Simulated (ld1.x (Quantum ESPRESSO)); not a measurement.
## What the settings do to the TM potential of holmium

Base potential:

Ho, norm-conserving Troullier–Martins (Kleinman–Bylander form), made with ld1.x (Quantum ESPRESSO) 7.5 (PBEsol, scalar-relativistic). Core [Kr] 4d10 4f10, reference 5s2 5p6 5d1 6s2 6p0. Waves: 5s (bound): rc 1.60 bohr; 5d (bound): rc 2.50 bohr; 5p (bound): rc 1.55 bohr. Local part: the p channel. Core correction: none.

Occupied shells without a wave of their own: 6s. They enter only through the test configuration that unscreens the potential.

All-electron outer shells of the reference configuration (PBEsol, scalar-relativistic, ld1.x):

```
shell  level (eV)  outermost node (bohr)  outermost maximum (bohr)
   4d     -166.19                   0.25                      0.52
   5s      -54.44                   0.61                      1.13
   5p      -29.15                   0.66                      1.28
   4f       -9.39                      –                      0.52
   6s       -4.36                   1.52                      3.22
   5d       -2.22                   0.74                      1.91
   6p       -1.31                   1.84                      4.41
```

Cutoffs, loose and tight: the cutoffs (Ry, on a coarse ladder) from which the occupation-weighted sum of valence levels, in a spherical-Bessel basis at the reference potential, stays within 10 and 1 mRy of its value at 400 Ry. They do not see the model core or the augmentation charge, which bear on the density cutoff. Test errors are all-electron minus pseudo excitation energies from the reference, over the configurations 5s2 5p6 5d1 6s1 6p0; 5s2 5p6 5d1 6s0 6p0; 5s2 5p6 5d0 6s0 6p0; 5s2 5p6 5d2 6s1 6p0; 5s2 5p6 5d1.5 6s1.5 6p0; 5s2 5p6 5d0 6s2 6p0; 5s2 5p6 5d0 6s2 6p1. A dash means not determined; rows that change the core or the reference have their own tests. The largest error is taken over the tests solved by every variant that gives reliable tests at all: 5s2 5p6 5d0 6s0 6p0; 5s2 5p6 5d0 6s2 6p0; 5s2 5p6 5d1 6s0 6p0; 5s2 5p6 5d1 6s1 6p0; 5s2 5p6 5d1.5 6s1.5 6p0; 5s2 5p6 5d2 6s1 6p0.

```tsv
change	outcome	cutoff, loose	cutoff, tight	bound ghosts	largest test error (meV)
base	generated, misses its reference levels by 0.28 eV	70 Ry	110 Ry	none	-1433
wave 5s (bound): rc 1.60 bohr becomes 5s (bound): rc 1.06 bohr	generated, misses its reference levels by 0.26 eV	120 Ry	230 Ry	none	-1341
wave 5s (bound): rc 1.60 bohr becomes 5s (bound): rc 1.38 bohr	generated, misses its reference levels by 0.26 eV	80 Ry	140 Ry	none	-1341
wave 5s (bound): rc 1.60 bohr becomes 5s (bound): rc 1.50 bohr	generated, misses its reference levels by 0.27 eV	70 Ry	120 Ry	none	-1372
wave 5s (bound): rc 1.60 bohr becomes 5s (bound): rc 1.66 bohr	generated, misses its reference levels by 0.29 eV	70 Ry	100 Ry	none	-1462
wave 5s (bound): rc 1.60 bohr becomes 5s (bound): rc 1.82 bohr	generated, misses its reference levels by 0.33 eV	70 Ry	90 Ry	none	-1636
wave 5s (bound): rc 1.60 bohr becomes 5s (bound): rc 1.96 bohr	generated, misses its reference levels by 0.38 eV	70 Ry	90 Ry	none	-1869
wave 5s (bound): rc 1.60 bohr becomes 5s (bound): rc 2.14 bohr	generated, misses its reference levels by 0.49 eV	70 Ry	90 Ry	none	-2449
wave 5s (bound): rc 1.60 bohr becomes 5s (bound): rc 2.24 bohr	generated, misses its reference levels by 0.54 eV	70 Ry	90 Ry	none	-2672
wave 5s (bound): rc 1.60 bohr becomes 5s (bound): rc 2.36 bohr	generated, misses its reference levels by 0.72 eV	70 Ry	90 Ry	none	-3642
```

(1) What comes out with this change to the base: wave 5s (bound): rc 1.60 bohr becomes 5s (bound): rc 1.18 bohr?

Answers

(1) outcome: generated, misses its reference levels by 0.25 eV; cutoff, loose: 80 Ry; cutoff, tight: 140 Ry; bound ghosts: none; largest test error (meV): -1330.

Reading the sweep of the s radius (base included, trends over the rows without a ghost): The loose cutoff falls from 120 Ry at 1.06 to 70 Ry at 2.36 bohr. A larger radius leaves more room for a smooth pseudo-wave, so fewer plane waves are needed; a smaller one forces it to follow the all-electron wave where it bends sharply. The median size of the test errors (rows with all tests solved) rises from 230.4 meV at 1.06 to 948.1 meV at 2.36 bohr. More of the atom is replaced by a form fitted at one configuration, so other configurations suffer as the radius grows.
